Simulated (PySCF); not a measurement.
**Working with the constants of GdAs**

ROHF-SCS-MP2 constants of GdAs, decet, about 7.0 electrons in the 4f shell (Mulliken) (Gd ANO-RCC-VDZP, As ANO-RCC-VDZP; spin-free X2C with a Gaussian nucleus (PySCF 2.14); masses 157.9241 and 74.9216 u):

- ωe: 255.1 cm⁻¹
- ωexe: 0.605 cm⁻¹
- Be: 0.050179 cm⁻¹
- αe: 0.000136 cm⁻¹

Problem. What force constant and bond length do these constants imply?

Solution. Reduced mass μred = 50.814 u; k = 5.8918×10⁻⁷·μred·ωe² (u, cm⁻¹, mdyn/Å) = 1.95 mdyn/Å; Re = √(16.8576/(μred·Be)) (u, cm⁻¹, Å) = 2.571 Å.

Problem. Estimate the centrifugal constant D from the Kratzer relation and find the Dunham coefficient a1.

Solution. D = 4Be³/ωe² = 7.77e-09 cm⁻¹; a1 = −1 − αeωe/(6Be²) = -3.30.

Correlated steps freeze 27 core orbitals. Spin–orbit coupling is left out, which matters for elements this heavy, above all for dissociation energies. With d or f electrons several states lie close, and the lowest PBE0 determinant need not be the measured ground state.
